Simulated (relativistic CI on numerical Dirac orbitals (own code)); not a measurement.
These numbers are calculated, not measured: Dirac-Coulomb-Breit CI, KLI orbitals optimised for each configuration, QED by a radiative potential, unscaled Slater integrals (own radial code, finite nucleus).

Configuration list (outside the closed core 1s2): 2s²2p⁶, 2s²2p⁵3s, 2s²2p⁵3p, 2s²2p⁵3d, 2s2p⁶3s, 2s2p⁶3p, 2s2p⁶3d, 2s²2p⁵4s, 2s²2p⁵4p, 2s²2p⁵4d, 2s²2p⁵4f, 2s²2p⁴3s², 2s2p⁶4s, 2s2p⁶4p, 2s²2p⁴3s3p, 2s2p⁶4d, 2s²2p⁵5s, 2s2p⁶4f, 2s²2p⁵5p, 2s²2p⁵5d, 2s²2p⁵5f, 2s²2p⁵5g, 2s²2p⁴3s3d, 2s²2p⁴3p², 2s²2p⁴3p3d, 2s2p⁵3s², 2s²2p⁴3d², 2s2p⁵3s3p, 2s2p⁵3s3d, 2s2p⁵3p², 2s2p⁶5s, 2s2p⁶5p, 2s2p⁶5d, 2s2p⁵3p3d, 2s2p⁶5f, 2s2p⁶5g. Levels of other configurations are missing.

At this charge energies of transitions that change n are usually good to better than 1 %, and those within a shell (Δn = 0) to a few per cent.

Outline of the computed level scheme of Gd LV. Lowest level of each configuration: 2s²2p⁶ ¹S0 at 0.00 eV; 2s²2p⁵3s ³P°2 at 6101.19 eV; 2s²2p⁵3p ³P1 at 6220.18 eV; 2s²2p⁵3d ³P°0 at 6545.10 eV; 2s2p⁶3s ³S1 at 7212.48 eV; 2s2p⁶3p ³P°0 at 7329.82 eV; 2s2p⁶3d ³D1 at 7660.69 eV; 2s²2p⁵4s ³P°2 at 8450.22 eV; 2s²2p⁵4p ³P1 at 8499.55 eV.

Some strong electric-dipole decays among the lowest 45 levels: 2s²2p⁵3d ¹P°1 → 2s²2p⁶ ¹S0 (1.5e+15 s⁻¹); 2s²2p⁵3d ³D°1 → 2s²2p⁶ ¹S0 (1.1e+15 s⁻¹); 2s2p⁶3p ¹P°1 → 2s²2p⁶ ¹S0 (2.5e+14 s⁻¹); 2s²2p⁵3s ¹P°1 → 2s²2p⁶ ¹S0 (7.8e+13 s⁻¹); 2s²2p⁵4p ³P1 → 2s²2p⁵3s ³P°2 (2.7e+13 s⁻¹); 2s²2p⁵4s ¹P°1 → 2s²2p⁶ ¹S0 (2.7e+13 s⁻¹); 2s²2p⁵4p ³D3 → 2s²2p⁵3s ³P°2 (2.3e+13 s⁻¹); 2s²2p⁵4p ¹S0 → 2s²2p⁵3s ¹P°1 (2.2e+13 s⁻¹).

LS names give the leading component of a level, which can be under half, so a name can repeat, a term be missing and a line seem to break the LS rules.
